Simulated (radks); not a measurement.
Charge is removed step by step from the 4s1/2 level of Sr, starting from [Kr] 5s2. Method: Dirac Kohn-Sham, PBE, spin-unpolarised, spherical densities, finite nucleus; Fermi nuclear charge, rms radius 4.224 fm; computed with a radial shooting solver on a logarithmic mesh with Libxc functionals.

removed (e)  E - E(0) (eV)  eigenvalue (eV)  E minus straight line (eV)
0                    0.000          -40.883                       0.000
0.125                5.202          -42.353                      -0.675
0.25                10.590          -43.855                      -1.163
0.375               16.167          -45.386                      -1.462
0.5                 21.937          -46.944                      -1.569
0.625               27.904          -48.527                      -1.478
0.75                34.070          -50.134                      -1.189
0.875               40.438          -51.763                      -0.697
1                   47.012          -53.413                       0.000

Removing the whole electron costs 47.012 eV by Delta-SCF, against 40.883 eV from minus the eigenvalue at the starting occupation. Slater's transition state (half an electron removed) gives 46.944 eV. Integrating minus the eigenvalue over the occupation (Janak's theorem) gives 47.012 eV. The mean slope of the eigenvalue, de/dn, is 12.5 eV per electron.
